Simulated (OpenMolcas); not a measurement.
Ionisation energies of tungsten

* Program: OpenMolcas 26.06
* Basis: ANO-R3 [9s7p6d4f3g2h]
* Scalar Hamiltonian: X2C, finite nucleus
* Spin-orbit coupling: state interaction with AMFI integrals over the reference wave functions, term energies averaged over their components

Active shells in each charge state: the valence d, s shells, with orbitals averaged over the low states. Where CASPT2's correlated closed shells are named, they are those of the first ion.

A. CASSCF
B. SS-CASPT2, IPEA 0.25 Eh, imaginary shift 0.1 Eh (closed shells correlated: 5s 5p)
C. SS-CASPT2, IPEA 0.25 Eh, imaginary shift 0.1 Eh (closed shells correlated: 4f 5s 5p)
D. SS-CASPT2, IPEA 0 Eh, imaginary shift 0.1 Eh (closed shells correlated: 5s 5p)

Energies in eV between the lowest computed levels, named as in B; reference values from the NIST Atomic Spectra Database with their kind.

```tsv
From	To	A	B	C	D	Spin-orbit share in B	Reference
W 5d⁴ 6s² ⁵D₀	W+ 5d⁴ 6s ⁶D_1/2	6.557	7.561	7.609	7.831	-0.463	7.864 (measured)
W+ 5d⁴ 6s ⁶D_1/2	W2+ 5d⁴ ⁵D₀	14.741	15.668	15.823	15.784	-0.327	16.370 (semi-empirical)
```

Other lowest levels: A, W 5d⁵ 6s ⁷S₃ to 5d⁴ 6s ⁶D_1/2; C, W 5d⁵ 6s ⁷S₃ to 5d⁴ 6s ⁶D_1/2.

Error against the reference values, in %:

```
From       Reference      A     B     C     D
   W        measured  -16.6  -3.9  -3.2  -0.4
  W+  semi-empirical  -10.0  -4.3  -3.3  -3.6
```

Absolute error against the one measured value: A 1.31 eV, B 0.30 eV, C 0.25 eV, D 0.03 eV. D lies closest.

The lowest level within the active space need not be the ion's true ground level.
